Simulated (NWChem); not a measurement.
System: H2BO2, doublet; SMILES O[B]O

```xyz
5

O     -1.2218     0.0000     0.0420
B      0.0000     0.0000    -0.5420
O      1.2218     0.0000     0.0420
H     -1.2136     0.0000     1.0193
H      1.2136     0.0000     1.0193
```
Atoms are numbered in this order, from 1.

All runs: NWChem. Spin-unrestricted. In the optimisation the excess spin sits in a1 (C2v, its own frame). Structure relaxed at the B3LYP/6-31G* (spherical d), spin-unrestricted level. No stability test was run on the SCF state.

Taking PBE0/pcseg-2 as the yardstick, which of these has the fewest basis functions while keeping “dipole (D)” within 0.1 D of it: PBE0/pcseg-1; PBE0/STO-3G; PBE0/aug-pcseg-1; PBE0/def2-SVP?

none of them.
```
level             basis functions  dipole (D)
----------------  ---------------  ----------
PBE0/STO-3G                    17        2.62
PBE0/pcseg-1                   52        3.38
PBE0/def2-SVP                  52        3.41
PBE0/aug-pcseg-1               87        3.02
PBE0/pcseg-2                  118        3.17
```

The yardstick is one finite set, not the basis-set limit.
